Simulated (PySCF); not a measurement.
B(CF3)(Cl)(F) (CBClF4), SMILES FB(Cl)C(F)(F)F.

Coordinates come from a ωB97X-D3(BJ)/def2-SVP optimisation. This is a generated structure with no PubChem entry under its InChIKey; it may be hypothetical.

Two levels are set side by side: PBE/def2-TZVP (PySCF) and ωB97X/def2-TZVP (PySCF). Same geometry, gas phase. Differences are taken from unrounded values.

| quantity | ωB97X |
|---|---|
| orbital gap (eV) | 12.95 |
| highest occupied level (eV) | -12.47 |
| lowest empty level (eV) | 0.48 |
| dipole moment (D) | 1.22 |
| mean polarisability (bohr³) | 37.9 |

Problem. What does PBE give, and how far is it from ωB97X? (An estimate is asked for; the answer gives what the named calculation found.)

Solution. 
```tsv
quantity	PBE	PBE minus ωB97X
orbital gap (eV)	5.54	-7.41
highest occupied level (eV)	-8.39	4.07
lowest empty level (eV)	-2.85	-3.33
dipole moment (D)	1.17	-0.05
mean polarisability (bohr³)	40.3	2.4
```

Without exact exchange PBE keeps part of each electron's self-repulsion, which lifts occupied levels and narrows the gap. Loosely held outer electrons make PBE densities more polarisable. Differences between two approximate levels are no errors against the true value.

Rough cost on one machine, each run with all the roots and properties that it gave: ωB97X against PBE within a factor of 2.
